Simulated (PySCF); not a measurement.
A mixed set of molecules.

All values: PBE0/pcSseg-1 (PySCF) at GFN2-xTB geometries, gas phase, one conformer each.

**Question.** Rank by HOMO energy, lowest first.
A. `[SiH3]O[SiH2]C1CC1`
B. `CCc1sncc1F`
C. `C=N[SiH2]C(=C)OC`
D. `C=C([SiH2]N)C(C)=O`

**Answer.** A (-8.04 eV), B (-7.45 eV), D (-7.22 eV), C (-6.68 eV).

**Question.** Rank by the highest Hirshfeld charge on any atom, highest value first.
A. `C=C([SiH2]N)C(C)=O`
B. `C=C1[SiH2]O[Si@H]1Cl`
C. `C=C([SiH2]N=C)OC`
D. `CCc1sncc1F`

**Answer.** B (+0.406 e), C (+0.361 e), A (+0.345 e), D (+0.176 e).

**Question.** Rank by the highest IAO charge on any atom, lowest value first.
A. `C=N[SiH2]C(=C)OC`
B. `C1C([SiH2]O[SiH3])C1`
C. `C=C1[SiH2]O[Si@H]1Cl`
D. `s1c(CC)c(F)cn1`

**Answer.** D (+0.504 e), A (+0.894 e), B (+1.031 e), C (+1.112 e).

All values together:

```json
{"SMILES": "[SiH3]O[SiH2]C1CC1", "formula": "C3H10OSi2", "μ (D)": "0.84", "HOMO (eV)": "-8.04", "LUMO (eV)": "0.23", "lowest IAO charge (e)": "-0.890 (O)", "highest IAO charge (e)": "+1.031 (Si)", "lowest Hirshfeld charge (e)": "-0.298 (O)", "highest Hirshfeld charge (e)": "+0.408 (Si)"}
{"SMILES": "C=C1[SiH2]O[Si@H]1Cl", "formula": "C2H5ClOSi2", "μ (D)": "2.66", "HOMO (eV)": "-7.94", "LUMO (eV)": "-1.19", "lowest IAO charge (e)": "-0.915 (O)", "highest IAO charge (e)": "+1.112 (Si)", "lowest Hirshfeld charge (e)": "-0.337 (O)", "highest Hirshfeld charge (e)": "+0.406 (Si)"}
{"SMILES": "CCc1sncc1F", "formula": "C5H6FNS", "μ (D)": "2.18", "HOMO (eV)": "-7.45", "LUMO (eV)": "-1.04", "lowest IAO charge (e)": "-0.450 (N)", "highest IAO charge (e)": "+0.504 (S)", "lowest Hirshfeld charge (e)": "-0.197 (N)", "highest Hirshfeld charge (e)": "+0.176 (S)"}
{"SMILES": "C=N[SiH2]C(=C)OC", "formula": "C4H9NOSi", "μ (D)": "1.36", "HOMO (eV)": "-6.68", "LUMO (eV)": "-0.76", "lowest IAO charge (e)": "-0.515 (N)", "highest IAO charge (e)": "+0.894 (Si)", "lowest Hirshfeld charge (e)": "-0.227 (N)", "highest Hirshfeld charge (e)": "+0.361 (Si)"}
{"SMILES": "C=C([SiH2]N)C(C)=O", "formula": "C4H9NOSi", "μ (D)": "3.34", "HOMO (eV)": "-7.22", "LUMO (eV)": "-1.74", "lowest IAO charge (e)": "-0.849 (N)", "highest IAO charge (e)": "+0.896 (Si)", "lowest Hirshfeld charge (e)": "-0.322 (N)", "highest Hirshfeld charge (e)": "+0.345 (Si)"}
```

Conformers: `[SiH3:1][O:2][SiH2:3][CH:4]1[CH2:5][CH2:6]1` with O2–Si3–C4–C5 35°; `[CH3:1][CH2:2][c:3]1[s:4][n:5][cH:6][c:7]1[F:8]` with C1–C2–C3–S4 56°; `[CH2:1]=[N:2][SiH2:3][C:4](=[CH2:5])[O:6][CH3:7]` with C1–N2–Si3–C4 117°, N2–Si3–C4–C5 58°, Si3–C4–O6–C7 180°; `[CH2:1]=[C:2]([SiH2:3][NH2:4])[C:5]([CH3:6])=[O:7]` with C1–C2–Si3–N4 -7°, C2–Si3–N4–H 171° and -55°, C1–C2–C5–C6 16°.
